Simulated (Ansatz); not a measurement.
Ideal-gas functions of `[F][Sn]([I])([I])[I]` at 298.15 K and 1 bar, from an Ansatz frequency run at PBE0-D4/def2-TZVP.

Molar mass 518.42 g/mol, point group C3v (symmetry number 3), electronic degeneracy 1, moments of inertia 1391.66, 1391.766, 2465.661 u Å². Harmonic wavenumbers (cm⁻¹, unscaled): 49, 49, 70, 129, 129, 170, 235, 235, 626.

Use S(trans) = R[1.5 ln M + 2.5 ln T − 1.1517]; rotational temperatures θ = 24.2544 K / I; S(rot) = R[ln(√π/σ · √(T³/θAθBθC)) + 1.5]; for each mode x = 1.438777 ν̃/T, S = R[x/(eˣ − 1) − ln(1 − e⁻ˣ)] and H = RT x/(eˣ − 1); 1 cm⁻¹ = 0.0119627 kJ/mol; R = 8.31446 J/(mol·K).

Problem. By hand: the entropy, in J/(mol·K).

Solution. Translation 186.8. Rotation: θ = 0.0174, 0.0174, 0.0098 K, giving 132.1. Vibration, mode by mode: 20.32, 20.32, 17.38, 12.39, 12.39, 10.19, 7.70, 7.70, 1.70, in all 110.1. Electronic 0.0. Sum 429.0 J/(mol·K).

Problem. By hand: H − E and G − E in kJ/mol, counted from the electronic energy.

Solution. Zero-point energy ½ × 1692 × 0.0119627 = 10.1; thermal vibration 14.7; translation, rotation and pV give 4 RT = 9.9. H − E = 34.7 kJ/mol, and G − E = 34.7 − 298.15 × 429.0/1000 = -93.2 kJ/mol.

Vibration gives 26 % of the entropy, 82.8 J/(mol·K) of it from the modes under 150 cm⁻¹: soft modes count most, and the harmonic formula is weakest for them.
